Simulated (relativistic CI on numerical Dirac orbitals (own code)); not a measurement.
One change at a time: Sn¹⁰⁺

Base calculation: Dirac-Coulomb-Breit CI, KLI orbitals optimised for each configuration, model QED, unscaled Slater integrals.

Configuration list (outside the closed core [Ar] 3d10): 4s2 4p6 4d4, 4s2 4p5 4d5, 4s2 4p6 4d3 4f, 4s2 4p6 4d3 5s, 4s 4p6 4d5, 4s2 4p6 4d3 5p, 4s2 4p6 4d2 4f 5s, 4s2 4p6 4d2 5s 5p, 4s2 4p6 4d3 5d, 4s 4p6 4d4 4f, 4s2 4p6 4d3 6s, 4s2 4p6 4d2 5s2, 4s2 4p6 4d 4f 5s2, 4s2 4p6 4d 5s2 5p, 4s2 4p6 4d 5s2 5d, 4p6 4d6, 4p5 4d7, 4s2 4p6 4d2 5p2, 4s2 4p6 4d 4f 5p2, 4s2 4p6 4d 5s 5p2, 4s2 4p6 4d 5p3, 4s2 4p6 4d 5p2 5d. Double excitations out of closed p, d and f shells are left out; levels of such configurations are missing from the list, as are those of other unlisted configurations, and high levels can miss mixing partners.

Variants: (1) configuration mixing switched off; (2) QED terms removed. Shifts of the energy above 4s2 4p6 4d4 5D_0, in cm⁻¹, for the lowest level and the first level of each name with at least 55 % of one term (blank where a level changes its place among those of its configuration and J or its character, or is not in the variant):

| Level | Base | Δ(1) | Δ(2) |
| --- | --- | --- | --- |
| 4s2 4p6 4d4 5D_0 | 0.0 | 0.0 | 0.0 |
| 4s2 4p6 4d4 5D_1 | 2702.0 | -63.2 | -15.3 |
| 4s2 4p6 4d4 5D_2 | 6078.6 | -74.9 | -28.6 |
| 4s2 4p6 4d4 5D_3 | 9537.2 | -60.3 | -38.2 |
| 4s2 4p6 4d4 5D_4 | 12910.9 | -46.3 | -44.5 |
| 4s2 4p6 4d4 3P_0 | 29225.7 | +915.2 | -8.4 |
| 4s2 4p6 4d4 3H_4 | 32496.2 | -246.4 | -14.4 |
| 4s2 4p6 4d4 3H_5 | 37910.8 | -552.3 | -35.3 |
| 4s2 4p6 4d4 3P_1 | 38107.3 | +608.3 | -32.9 |
| 4s2 4p6 4d4 3G_3 | 38181.5 | +487.3 | -22.8 |
| 4s2 4p6 4d4 3F_2 | 39886.6 | +535.3 | -26.7 |
| 4s2 4p6 4d4 3H_6 | 41016.3 | -766.5 | -42.7 |
| 4s2 4p6 4d4 3P_2 | 46856.0 | +992.3 | -43.9 |
| 4s2 4p6 4d4 3F_3 | 48359.3 | +596.0 | -53.9 |
| 4s2 4p6 4d4 3G_5 | 51995.3 | +302.9 | -65.1 |
| 4s2 4p6 4d4 3D_3 | 52906.1 | +2098.1 | -34.4 |
| 4s2 4p6 4d4 3D_1 | 57101.8 | +2146.9 | -52.2 |
| 4s2 4p6 4d4 1I_6 | 57684.5 | -795.6 | -59.4 |
| 4s2 4p6 4d4 1G_4 | 63273.6 | +1283.3 | -76.3 |
| 4s2 4p6 4d4 1S_0 | 64739.7 | +3990.2 | -58.5 |
| 4s2 4p6 4d4 1D_2 | 70577.4 | +564.3 | -56.6 |
| 4s2 4p6 4d4 1F_3 | 74733.4 | +1457.2 | -48.4 |

At this charge energies of transitions that change n are usually good to better than 1 %, and those within a shell (Δn = 0) to a few per cent. Terms inside the open d or f shell come out 10 to 20 % too wide with unscaled integrals.

Ionisation energy from the two ground configurations alone: base 207.45 eV. The NIST ASD value (theoretical) is 208 eV.

LS names give the leading component of a level, which can be under half, so a name can repeat, a term be missing and a line seem to break the LS rules.
